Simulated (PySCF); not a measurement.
**Polarisability as a sum over states**

C6H13PSe.
Numbering: `[CH3:1][CH:2]([CH3:3])[C@@H:4]1[CH2:5][P@@:6]1([CH3:7])=[Se:8]` (hydrogens: H9, H10, H11 on C1; H12 on C2; H13, H14, H15 on C3; H16 on C4; H17, H18 on C5; H19, H20, H21 on C7)

Cartesian coordinates in Å at the PBE0-D3(BJ)/def2-SVP level; atoms count from 1:
```xyz
21
C6H13PSe angstrom
C     -1.317   -1.284    0.997
C     -0.997   -0.166    0.013
C     -2.232    0.666   -0.324
C      0.100    0.731    0.549
C      0.946    1.591   -0.401
P      1.871    0.342    0.531
C      2.216   -1.083   -0.543
Se     3.200    0.729    2.096
H     -0.432   -1.905    1.201
H     -2.114   -1.938    0.611
H     -1.660   -0.870    1.960
H     -0.637   -0.624   -0.926
H     -3.023    0.041   -0.767
H     -1.993    1.468   -1.039
H     -2.643    1.136    0.583
H     -0.170    1.245    1.482
H      0.805    1.424   -1.475
H      1.117    2.638   -0.132
H      1.459   -1.192   -1.332
H      3.208   -0.939   -0.992
H      2.245   -1.988    0.081
```

Theory: PySCF, TDDFT PBE0/def2-SVPD, vertical, gas phase, core orbitals frozen in the response. The PBE0/def2-SVPD calculation is non-relativistic and has no spin–orbit coupling, an omission that weighs most on selenium.

Excitation energies and transition dipoles (atomic units, axes of the coordinates) of those of the lowest 10 singlets that add 0.02 au or more to the mean polarisability:

| state | ΔE (hartree) | μx | μy | μz |
| --- | --- | --- | --- | --- |
| S1 | 0.1656 | -0.205 | -0.183 | 0.178 |
| S2 | 0.1770 | 0.145 | -0.274 | -0.126 |
| S3 | 0.1919 | -0.318 | -0.145 | 0.160 |
| S4 | 0.1956 | -0.140 | 0.176 | -0.167 |
| S5 | 0.1987 | 0.708 | -0.254 | 0.404 |
| S6 | 0.2060 | 0.258 | 0.400 | 0.552 |
| S7 | 0.2110 | 0.084 | 0.089 | 0.054 |
| S8 | 0.2173 | 0.225 | 0.159 | -0.075 |
| S9 | 0.2210 | 0.298 | 0.248 | -0.256 |
| S10 | 0.2244 | 0.187 | 0.148 | -0.016 |

Problem. What does each state add to αxx, αyy and αzz, and how do the sums compare with the full static tensor?

Solution. Each state adds 2 μα² / ΔE.

```tsv
state	αxx (au)	αyy (au)	αzz (au)
S1	0.51	0.40	0.38
S2	0.24	0.85	0.18
S3	1.05	0.22	0.27
S4	0.20	0.32	0.29
S5	5.04	0.65	1.64
S6	0.65	1.55	2.96
S7	0.07	0.08	0.03
S8	0.47	0.23	0.05
S9	0.80	0.56	0.59
S10	0.31	0.19	0.00
all 10 states	9.3	5.0	6.4
full response	151.6	115.5	123.8
share (%)	6	4	5
```

The rest comes from the higher roots of the same response equations.

Problem. Give the full tensor and its principal values.

Solution. In au, rows and columns x, y, z:
```
x   151.6   0.3  21.2
y     0.3 115.5   2.8
z    21.2   2.8 123.8
```
Principal values 111.2, 116.7 and 163.1 au; mean 130.3 au (19.31 Å³).

Problem. By how much does the contribution of these states grow at 632.8 nm?

Solution. With ω = 0.0720 hartree each state's term in the mean polarisability goes from f / ΔE² to f / (ΔE² − ω²), f = (2/3) ΔE |μ|²; the sum over all 10 states goes from 6.92 to 7.98 au, a rise of 1.05 au.

One conformer stands for the species.
